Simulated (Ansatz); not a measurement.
One change: `[SiH3][O][Al]([Cl])[O][SiH3]` becomes `[OH][Al]([Cl])[O][SiH3]`.

Ansatz, PBE0-D4/def2-TZVP geometries, multiplicity 1. Each molecule was computed in one conformer, which needn't be the lowest.

| property | `[SiH3][O][Al]([Cl])[O][SiH3]` |
| --- | --- |
| HOMO–LUMO gap (PBE0/def2-TZVPP) / eV | 7.77 |
| HOMO energy (PBE/def2-TZVPP) / eV | -7.34 |
| size of the dipole moment (B3LYP/def2-TZVPP) / D | 0.71 |
| size of the dipole moment (PBE/def2-TZVPP) / D | 0.65 |
| LUMO energy (B3LYP/def2-TZVPP) / eV | -1.28 |
| size of the dipole moment (ωB97M-V/def2-TZVPP) / D | 0.70 |

Task: What does the change do to each property? (An estimate is asked.)

Result: Computed: 
```json
{"property": "HOMO–LUMO gap (PBE0/def2-TZVPP) / eV", "`[OH][Al]([Cl])[O][SiH3]`": "8.00", "shift": "0.23"}
{"property": "HOMO energy (PBE/def2-TZVPP) / eV", "`[OH][Al]([Cl])[O][SiH3]`": "-7.44", "shift": "-0.10"}
{"property": "size of the dipole moment (B3LYP/def2-TZVPP) / D", "`[OH][Al]([Cl])[O][SiH3]`": "1.96", "shift": "1.25"}
{"property": "size of the dipole moment (PBE/def2-TZVPP) / D", "`[OH][Al]([Cl])[O][SiH3]`": "1.87", "shift": "1.22"}
{"property": "LUMO energy (B3LYP/def2-TZVPP) / eV", "`[OH][Al]([Cl])[O][SiH3]`": "-1.19", "shift": "0.09"}
{"property": "size of the dipole moment (ωB97M-V/def2-TZVPP) / D", "`[OH][Al]([Cl])[O][SiH3]`": "1.96", "shift": "1.26"}
```

With PBE0 the HOMO falls by 0.11 eV and the LUMO rises by 0.11 eV, so the gap widens by about 0.22 eV. PBE moves the HOMO by -0.10 eV and ωB97M-V by -0.10 eV. Dipoles are sizes alone; their direction can turn.

Positive LUMOs are unbound, so they and the gaps depend on the basis.

B3LYP here is the variant with VWN-RPA as its local correlation; programs differ in this.
